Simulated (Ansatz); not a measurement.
Consider the redistribution: `CNB(F)[SiH2]Cl` + `[SiH3][CH2][GaH2]` → `CNB(F)[SiH3]` + `[SiH3][CH2][GaH][Cl]`.

Gas-phase electronic energies from Ansatz, PBE0-D4/def2-TZVP geometries. CCSD(T)/CBS adds triple-zeta CCSD(T) − MP2 to the extrapolated MP2 energy (def2 sets, frozen cores). DFT in def2-TZVPP. For Ga outer-core shells are correlated without core-valence functions, which leaves a few kJ/mol of doubt a bond. Scalar relativity is left out up to krypton. One conformer a species, not always the lowest.

| level | ΔE (kJ/mol) |
| --- | --- |
| PBE-D4 | -33.9 |
| CCSD/CBS(def2) | -34.0 |

(1) What does CCSD(T)/CBS give? (Estimate.)

Largest T1 diagnostic among the species: 0.013.

Answers

(1) Ansatz gave: -34.1 kJ/mol. The listed levels differ from it by 0.2, 0.1 kJ/mol.

In def2-TZVPP, CCSD(T) changes the Hartree–Fock value by +3.2 kJ/mol (the triples alone add −0.1 kJ/mol) and MP2 by +5.4 kJ/mol.
